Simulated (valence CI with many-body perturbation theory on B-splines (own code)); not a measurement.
# E1 transitions of Hf LXVII

Level of theory: relativistic CI+MBPT: four valence electrons over a frozen Dirac-Fock core [He], a basis of 11 s, 11 p, 10 d, 8 f, 5 g, 2 h functions for each j, with the one-electron correlation potential Σ1 (screened to all orders), the two-electron term Σ2, the three-electron term Σ3, Breit, model QED; selected single and double excitations, second order for the rest, scaled by the run's own slope (own B-spline code, finite nucleus).

The last digits are not significant, and no measured levels were compared; by estimate large intervals hold to a few tenths of a per cent, small ones and those within an open d or f shell to about a per cent. Among the levels kept, up to 1200 cm⁻¹ of a level comes from second order outside the variational space, and about a tenth of that is noise between levels of different J, which matters for small intervals.

Lines 1 to 50 of 600 in falling wavelength, among levels below 13431 eV, chosen from the strongest by gf and those to the six lowest levels. Wavelengths and rates use the calculated energies. Electric multipoles are in the length gauge, E1 and E2 with the static RPA response of the core. Weak lines are less certain than strong ones. Lines between different terms over intervals too small for the method are left out, as are lines whose strength nearly cancels. The highest levels of a list are the least certain.

Levels are named by their leading jj configuration (3d3/2^4 stands for four electrons in 3d with j = 3/2), which in mixed levels can hold well under half, so a name can repeat and another be missing. Letters in brackets count levels of one name in rising energy.

```
λ vac (nm)                           Upper                           Lower   A (s⁻¹)  S (a.u.) with core polarisation  S without
     19.71          (2s^2 2p1/2 4f5/2) J=3          (2s^2 2p1/2 4d3/2) J=2  5.87e+09                         1.55e-01   1.55e-01
     16.96          (2s^2 2p1/2 4d5/2) J=3          (2s^2 2p1/2 4p3/2) J=2  1.54e+10                         2.59e-01   2.59e-01
     16.69          (2s^2 2p1/2 4d5/2) J=2          (2s^2 2p1/2 4p3/2) J=1  1.43e+10                         1.64e-01   1.64e-01
     9.615  (2s 2p1/2 2p3/2 3p1/2) J=2 [b]         (2s 2p1/2 2p3/2 3s) J=3  1.54e+10                         3.38e-02   3.38e-02
     7.307      (2s 2p3/2^2 3d5/2) J=3 [c]      (2s 2p3/2^2 3p3/2) J=2 [c]  3.56e+10                         4.80e-02   4.80e-02
     7.297      (2s 2p1/2 2p3/2 3d5/2) J=5      (2s 2p1/2 2p3/2 3p3/2) J=4  4.73e+10                         9.97e-02   9.97e-02
     7.280  (2s 2p1/2 2p3/2 3d5/2) J=2 [d]  (2s 2p1/2 2p3/2 3p3/2) J=1 [d]  2.91e+10                         2.77e-02   2.77e-02
     7.260       (2p1/2^2 2p3/2 3d5/2) J=3       (2p1/2^2 2p3/2 3p3/2) J=2  4.14e+10                         5.47e-02   5.47e-02
     7.252          (2s 2p1/2^2 3d5/2) J=3          (2s 2p1/2^2 3p3/2) J=2  4.82e+10                         6.35e-02   6.36e-02
     7.240       (2p1/2^2 2p3/2 3d5/2) J=4       (2p1/2^2 2p3/2 3p3/2) J=3  5.07e+10                         8.55e-02   8.55e-02
     7.222      (2s 2p3/2^2 3d5/2) J=4 [a]      (2s 2p3/2^2 3p3/2) J=3 [a]  3.46e+10                         5.79e-02   5.79e-02
     7.218          (2s 2p3/2^2 3d5/2) J=5          (2s 2p3/2^2 3p3/2) J=4  4.57e+10                         9.33e-02   9.34e-02
     7.210  (2s 2p1/2 2p3/2 3d5/2) J=4 [a]  (2s 2p1/2 2p3/2 3p3/2) J=3 [a]  4.36e+10                         7.25e-02   7.25e-02
     7.199  (2s 2p1/2 2p3/2 3d5/2) J=2 [c]  (2s 2p1/2 2p3/2 3p3/2) J=1 [c]  3.57e+10                         3.28e-02   3.28e-02
     7.170  (2s 2p1/2 2p3/2 3d5/2) J=3 [c]  (2s 2p1/2 2p3/2 3p3/2) J=2 [c]  3.93e+10                         5.01e-02   5.01e-02
     7.158          (2s^2 2p3/2 3d5/2) J=3          (2s^2 2p3/2 3p3/2) J=2  3.37e+10                         4.26e-02   4.26e-02
     7.155          (2s^2 2p3/2 3d5/2) J=4          (2s^2 2p3/2 3p3/2) J=3  3.86e+10                         6.28e-02   6.28e-02
     7.142          (2s^2 2p1/2 3d5/2) J=2          (2s^2 2p1/2 3p3/2) J=1  3.70e+10                         3.32e-02   3.32e-02
     7.135  (2s 2p1/2 2p3/2 3d5/2) J=4 [b]  (2s 2p1/2 2p3/2 3p3/2) J=3 [b]  3.96e+10                         6.39e-02   6.39e-02
     7.107  (2s 2p1/2 2p3/2 3d5/2) J=3 [d]  (2s 2p1/2 2p3/2 3p3/2) J=2 [d]  4.03e+10                         5.00e-02   5.00e-02
     7.102      (2s 2p3/2^2 3d5/2) J=4 [b]      (2s 2p3/2^2 3p3/2) J=3 [b]  4.02e+10                         6.40e-02   6.40e-02
     7.078  (2s 2p1/2 2p3/2 3d5/2) J=3 [a]  (2s 2p1/2 2p3/2 3p3/2) J=2 [a]  3.85e+10                         4.72e-02   4.72e-02
     7.047      (2s 2p3/2^2 3d5/2) J=3 [b]      (2s 2p3/2^2 3p3/2) J=2 [b]  4.28e+10                         5.17e-02   5.17e-02
     7.023  (2s 2p1/2 2p3/2 3d5/2) J=4 [c]  (2s 2p1/2 2p3/2 3p3/2) J=3 [c]  5.02e+10                         7.72e-02   7.72e-02
     6.923          (2s^2 2p1/2 3d5/2) J=3          (2s^2 2p1/2 3p3/2) J=2  5.10e+10                         5.85e-02   5.85e-02
     6.895          (2s^2 2p1/2 4d3/2) J=1          (2s^2 2p1/2 4p1/2) J=0  1.20e+11                         5.83e-02   5.83e-02
     6.876  (2s 2p1/2 2p3/2 3d5/2) J=3 [b]  (2s 2p1/2 2p3/2 3p3/2) J=2 [b]  2.72e+10                         3.05e-02   3.05e-02
     6.842      (2s 2p3/2^2 3d5/2) J=2 [b]      (2s 2p3/2^2 3p3/2) J=1 [b]  4.17e+10                         3.29e-02   3.29e-02
     6.774       (2p1/2^2 2p3/2 3d5/2) J=2       (2p1/2^2 2p3/2 3p3/2) J=1  3.73e+10                         2.86e-02   2.86e-02
     6.765          (2s 2p1/2^2 3d5/2) J=2          (2s 2p1/2^2 3p3/2) J=1  5.28e+10                         4.03e-02   4.03e-02
     6.681          (2s^2 2p1/2 4d3/2) J=2          (2s^2 2p1/2 4p1/2) J=1  2.05e+11                         1.51e-01   1.51e-01
     6.444          (2s^2 2p1/2 4p3/2) J=1             (2s^2 2p1/2 4s) J=1  8.16e+10                         3.23e-02   3.23e-02
     6.396          (2s^2 2p1/2 4p3/2) J=1             (2s^2 2p1/2 4s) J=0  1.77e+11                         6.86e-02   6.86e-02
     6.383          (2s^2 2p1/2 4d3/2) J=1          (2s^2 2p1/2 4p1/2) J=1  7.74e+10                         2.98e-02   2.98e-02
     6.366          (2s^2 2p1/2 4p3/2) J=2             (2s^2 2p1/2 4s) J=1  2.79e+11                         1.78e-01   1.78e-01
     5.624      (2s 2p1/2 2p3/2^2) J=2 [a]              (2s^2 2p3/2^2) J=2  2.22e+09                         9.76e-04   9.77e-04
     5.416      (2s 2p1/2 2p3/2 3p3/2) J=4          (2s^2 2p3/2 3p3/2) J=3  3.18e+10                         2.24e-02   2.25e-02
     5.161       (2p1/2 2p3/2^2 3p3/2) J=4      (2s 2p3/2^2 3p3/2) J=3 [b]  4.18e+10                         2.55e-02   2.55e-02
     4.690          (2s 2p1/2 2p3/2^2) J=3              (2s^2 2p3/2^2) J=2  1.49e+10                         5.32e-03   5.32e-03
     4.580          (2s 2p1/2^2 2p3/2) J=2          (2s^2 2p1/2 2p3/2) J=2  1.30e+10                         3.09e-03   3.09e-03
     4.511       (2p1/2^2 2p3/2 3p3/2) J=3  (2s 2p1/2 2p3/2 3p3/2) J=2 [c]  5.12e+10                         1.62e-02   1.63e-02
     4.292          (2s 2p1/2^2 2p3/2) J=2          (2s^2 2p1/2 2p3/2) J=1  1.78e+10                         3.48e-03   3.48e-03
     3.581      (2s 2p1/2 2p3/2^2) J=1 [a]              (2s^2 2p3/2^2) J=2  2.81e+10                         1.91e-03   1.91e-03
     3.509       (2p1/2^2 2p3/2 3d5/2) J=4      (2s 2p1/2 2p3/2 3d5/2) J=5  7.44e+10                         1.43e-02   1.43e-02
     3.486      (2s 2p1/2 2p3/2^2) J=2 [b]              (2s^2 2p3/2^2) J=2  2.42e+10                         2.54e-03   2.54e-03
     3.485          (2s 2p1/2^2 2p3/2) J=1          (2s^2 2p1/2 2p3/2) J=2  5.13e+10                         3.21e-03   3.22e-03
     3.315          (2s 2p1/2^2 2p3/2) J=1          (2s^2 2p1/2 2p3/2) J=1  1.15e+10                         6.21e-04   6.22e-04
     2.920  (2s 2p1/2 2p3/2 3d3/2) J=3 [b]  (2s 2p1/2 2p3/2 3p1/2) J=2 [b]  2.76e+11                         2.37e-02   2.37e-02
     2.887  (2s 2p1/2 2p3/2 3d3/2) J=2 [d]  (2s 2p1/2 2p3/2 3p1/2) J=1 [c]  3.83e+11                         2.28e-02   2.28e-02
     2.865          (2s^2 2p1/2 3d3/2) J=1          (2s^2 2p1/2 3p1/2) J=0  3.98e+11                         1.39e-02   1.39e-02
```
